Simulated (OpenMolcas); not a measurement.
Computed levels of 4s2 4p in ions with 31 electrons, in cm-1 above 2P* 1/2.

| Quantity | Value |
| --- | --- |
| Program | OpenMolcas 26.06 |
| Method | CASSCF |
| Basis | ANO-R2 |
| Scalar Hamiltonian | X2C, finite nucleus |
| Spin-orbit coupling | RASSI with atomic mean-field integrals over the reference wave functions, term energies averaged over their components |

Active space for each ion: 3 electrons in 4 orbitals (4s 4p).

```tsv
Level	Ga	Ge+	As2+	Br4+	Kr5+
2P* 3/2	769	1597	2595	5496	7410
```

**Question.** Estimate 2P* 3/2 for Se3+ from its neighbours As2+ and Br4+.

**Answer.** 2P* 3/2 is fine structure, which grows about as the fourth power of a screened charge, so the fourth roots are averaged: ((2595^0.25 + 5496^0.25) / 2)^4 = 3843. The calculation gives 3867, so the estimate is off by -0.6 %; the measured value is 4376 (Moore, Atomic Energy Levels, vol. II, NSRDS-NBS 35 (1971 reprint of NBS Circular 467, 1952)).

Some high roots are left out of the spin-orbit mixing, which shifts the levels that they would mix with (holds for Ga; Ge+). Without dynamic correlation excited terms often stand tens of per cent too high (terms of higher spin than the ground term too low), and those without a measured partner can miss by more than the paired ones (holds for Ga; Ge+). Measured partners are found by configuration, term and J. A level has none where our copy of the source lacks it or the pairing is in doubt (some pairs that miss far off the trend of their configuration count as doubtful), and it then counts in no deviation. Levels of configurations outside the active space are missing.

* marks odd parity.
